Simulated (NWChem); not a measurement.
All runs are NWChem calculations. System: HI2Si, charge 0, spin multiplicity 2, at a geometry optimised with UPBE0/def2-SVP with def2 effective core potentials on I. The structure started from a generated list of species. Its SCF solution wasn't tested for a lower state. Level: UHF/def2-TZVP with def2 effective core potentials on I.

Job file:

```
start mol
memory heap 200 mb stack 900 mb global 1100 mb
geometry units angstroms nocenter noautoz
  I      0.159366    -0.070236     2.041744
  Si    -1.039354     0.545829     0.000000
  I      0.159366    -0.070236    -2.041744
  H     -2.341831    -0.196563     0.000000
  symmetry group Cs
end
basis spherical
  * library def2-tzvp
end
ecp
  I library def2-ecp
end
scf
  uhf
  nopen 1
  maxiter 100
  thresh 1e-7
  semidirect memsize 60000000 filesize 0
  # guess.movecs holds the orbitals of an unrestricted PBE0 run
  vectors input guess.movecs output mol.movecs
end
task scf energy
```

NWChem printed:

```
             Northwest Computational Chemistry Package (NWChem) 7.3.0
             --------------------------------------------------------

                                NWChem Input Module
                                -------------------

 Scaling coordinates for geometry "geometry" by  1.889725989
 (inverse scale =  0.529177249)

 Turning off AUTOSYM since
 SYMMETRY directive was detected!

                             Geometry "geometry" -> ""
                             -------------------------

 Output coordinates in angstroms (scale by  1.889725989 to convert to a.u.)

  No.       Tag          Charge          X              Y              Z
 ---- ---------------- ---------- -------------- -------------- --------------
    1 I                   53.0000     0.15936600    -0.07023600     2.04174400
    2 Si                  14.0000    -1.03935400     0.54582900     0.00000000
    3 I                   53.0000     0.15936600    -0.07023600    -2.04174400
    4 H                    1.0000    -2.34183100    -0.19656300     0.00000000

 Effective nuclear repulsion energy (a.u.)     707.3118710527

            Nuclear Dipole moment (a.u.)
            ----------------------------
        X                 Y               Z
 ---------------- ---------------- ----------------
     0.0000170075     0.0000510226     0.0000000000

      Symmetry information
      --------------------

 Group name             Cs
 Group number              2
 Group order               2
 No. of unique centers     3

      Symmetry unique atoms

     1    2    4


 Summary of "ao basis" -> "" (spherical)
 ------------------------------------------------------------------------------
       Tag                 Description            Shells   Functions and Types
 ---------------- ------------------------------  ------  ---------------------
 *                         def2-tzvp                  on all atoms

 Summary of "ao basis" -> "ao basis" (spherical)
 ------------------------------------------------------------------------------
       Tag                 Description            Shells   Functions and Types
 ---------------- ------------------------------  ------  ---------------------
 I                         def2-tzvp                16       50   6s5p3d2f
 Si                        def2-tzvp                13       37   5s5p2d1f
 H                         def2-tzvp                 4        6   3s1p

                                 NWChem SCF Module
                                 -----------------

  ao basis        = "ao basis"
  functions       =   143
  atoms           =     4
  alpha electrons =    33
  beta  electrons =    32
  charge          =   0.00
  wavefunction    = UHF
  use symmetry    = T
  symmetry adapt  = T

 Summary of "ao basis" -> "ao basis" (spherical)
 ------------------------------------------------------------------------------
       Tag                 Description            Shells   Functions and Types
 ---------------- ------------------------------  ------  ---------------------
 I                         def2-tzvp                16       50   6s5p3d2f
 Si                        def2-tzvp                13       37   5s5p2d1f
 H                         def2-tzvp                 4        6   3s1p

      Symmetry analysis of basis
      --------------------------

        a'         80
        a"         63

 Forming initial guess at       0.1s

   Symmetry analysis of molecular orbitals - initial alpha
   -------------------------------------------------------
[...]
    14      0.212156  1 I  py               101     -0.212156  3 I  py
    16      0.194135  1 I  px               103     -0.194135  3 I  px
    20      0.163011  1 I  py               107     -0.163011  3 I  py

 Vector   32  Occ=1.000000D+00  E=-3.744155D-01  Symmetry=a"
              MO Center=  9.3D-02, -3.4D-02, -1.7D-12, r^2= 6.3D+00
   Bfn.  Coefficient  Atom+Function         Bfn.  Coefficient  Atom+Function
  ----- ------------  ---------------      ----- ------------  ---------------
    18      0.294065  1 I  pz               105      0.294065  3 I  pz
    12     -0.236437  1 I  pz                99     -0.236437  3 I  pz
    16     -0.231559  1 I  px               103      0.231559  3 I  px
    15      0.183172  1 I  pz               102      0.183172  3 I  pz
    10      0.180596  1 I  px                97     -0.180596  3 I  px

 Vector   33  Occ=0.000000D+00  E= 3.785762D-03  Symmetry=a'
              MO Center= -7.7D-01,  6.9D-01,  2.6D-13, r^2= 5.0D+00
   Bfn.  Coefficient  Atom+Function         Bfn.  Coefficient  Atom+Function
  ----- ------------  ---------------      ----- ------------  ---------------
    55      0.740234  2 Si s                 69      0.488299  2 Si py
    54      0.269525  2 Si s                 20     -0.230461  1 I  py
   107     -0.230461  3 I  py                53     -0.196345  2 Si s
    66      0.185173  2 Si py               140     -0.153486  4 H  s
    21      0.152102  1 I  pz               108     -0.152102  3 I  pz

 Vector   34  Occ=0.000000D+00  E= 7.178082D-02  Symmetry=a'
              MO Center= -5.3D-01,  2.5D-01, -2.5D-13, r^2= 8.0D+00
   Bfn.  Coefficient  Atom+Function         Bfn.  Coefficient  Atom+Function
  ----- ------------  ---------------      ----- ------------  ---------------
    55      1.073142  2 Si s                 68      0.651996  2 Si px
    69     -0.610195  2 Si py                21      0.597558  1 I  pz
   108     -0.597558  3 I  pz                 6     -0.558804  1 I  s
    93     -0.558804  3 I  s                 54      0.248302  2 Si s
    65      0.188109  2 Si px                19      0.182844  1 I  px

 Vector   35  Occ=0.000000D+00  E= 1.068610D-01  Symmetry=a"
              MO Center= -5.5D-01,  2.2D-01, -1.7D-12, r^2= 9.1D+00
   Bfn.  Coefficient  Atom+Function         Bfn.  Coefficient  Atom+Function
  ----- ------------  ---------------      ----- ------------  ---------------
    70      1.560373  2 Si pz                 6     -0.930578  1 I  s
    93      0.930578  3 I  s                 21      0.546325  1 I  pz
   108      0.546325  3 I  pz                19      0.503146  1 I  px
   106     -0.503146  3 I  px                67      0.298354  2 Si pz
    20     -0.267797  1 I  py               107      0.267797  3 I  py

 center of mass
 --------------
 x =   0.06020387 y =  -0.01839994 z =   0.00000000

 moments of inertia (a.u.)
 ------------------
        3812.551844627080          64.853352161006           0.000000000000
          64.853352161006        3927.929171387883           0.000000000000
           0.000000000000           0.000000000000         183.936764617381

  Mulliken analysis of the total density
  --------------------------------------

    Atom       Charge   Shell Charges
 -----------   ------   -------------------------------------------------------
    1 I   25    25.17   0.19 -0.77  1.58  1.01  1.09  0.84 -0.49  6.45  1.33  2.89  1.01  9.23  0.76  0.06  0.01  0.00
    2 Si  14    13.67   2.00  0.59  1.39  0.91  0.42  4.11  1.73  0.45  1.34  0.34  0.10  0.25  0.03
    3 I   25    25.17   0.19 -0.77  1.58  1.01  1.09  0.84 -0.49  6.45  1.33  2.89  1.01  9.23  0.76  0.06  0.01  0.00
    4 H    1     0.99   0.23  0.55  0.20  0.01

  Mulliken analysis of the alpha density
  --------------------------------------

    Atom       Charge   Shell Charges
 -----------   ------   -------------------------------------------------------
    1 I   25    12.63   0.09 -0.38  0.79  0.50  0.54  0.42 -0.25  3.22  0.68  1.47  0.51  4.61  0.38  0.03  0.00  0.00
    2 Si  14     7.22   1.00  0.30  0.69  0.52  0.25  2.06  0.86  0.26  0.85  0.24  0.05  0.13  0.02
    3 I   25    12.63   0.09 -0.38  0.79  0.50  0.54  0.42 -0.25  3.22  0.68  1.47  0.51  4.61  0.38  0.03  0.00  0.00
    4 H    1     0.52   0.12  0.29  0.11  0.01

   Mulliken analysis of the beta density
   -------------------------------------

    Atom       Charge   Shell Charges
 -----------   ------   -------------------------------------------------------
    1 I   25    12.54   0.09 -0.38  0.79  0.50  0.54  0.42 -0.24  3.22  0.65  1.42  0.51  4.61  0.38  0.03  0.00  0.00
    2 Si  14     6.45   1.00  0.29  0.70  0.39  0.17  2.05  0.87  0.19  0.50  0.10  0.05  0.12  0.02
    3 I   25    12.54   0.09 -0.38  0.79  0.50  0.54  0.42 -0.24  3.22  0.65  1.42  0.51  4.61  0.38  0.03  0.00  0.00
    4 H    1     0.47   0.11  0.26  0.10  0.01

   Mulliken analysis of the spin density
   -------------------------------------

    Atom       Charge   Shell Charges
 -----------   ------   -------------------------------------------------------
    1 I   25     0.09   0.00 -0.00  0.00 -0.00  0.00  0.00 -0.00  0.00  0.03  0.05 -0.00 -0.00  0.00  0.00  0.00  0.00
    2 Si  14     0.77   0.00  0.00 -0.01  0.13  0.07  0.02 -0.01  0.07  0.35  0.13  0.00  0.01 -0.00
    3 I   25     0.09   0.00 -0.00  0.00 -0.00  0.00  0.00 -0.00  0.00  0.03  0.05 -0.00 -0.00  0.00  0.00  0.00  0.00
    4 H    1     0.06   0.01  0.03  0.01  0.00

       Multipole analysis of the density wrt the origin
       ------------------------------------------------

     L   x y z        total         alpha         beta         nuclear
     -   - - -        -----         -----         ----         -------
     0   0 0 0     -0.000000    -33.000000    -32.000000     65.000000

     1   1 0 0     -0.349511      9.143709      7.371614    -16.864835
     1   0 1 0      0.165712     -4.516728     -2.750311      7.432752
     1   0 0 1      0.000000      0.000000      0.000000      0.000000

     2   2 0 0    -49.492329    -66.800810    -60.817989     78.126470
     2   1 1 0     -0.946125     16.037951     11.733273    -28.717349
     2   1 0 1      0.000000      0.000000      0.000000      0.000000
     2   0 2 0    -50.835206    -36.967369    -29.781579     15.913741
     2   0 1 1     -0.000000      0.000000     -0.000000      0.000000
     2   0 0 2    -51.019855   -400.213310   -395.144649    744.338104

 Task  times  cpu:        6.6s     wall:        6.6s

 Total times  cpu:        6.6s     wall:        6.6s
```
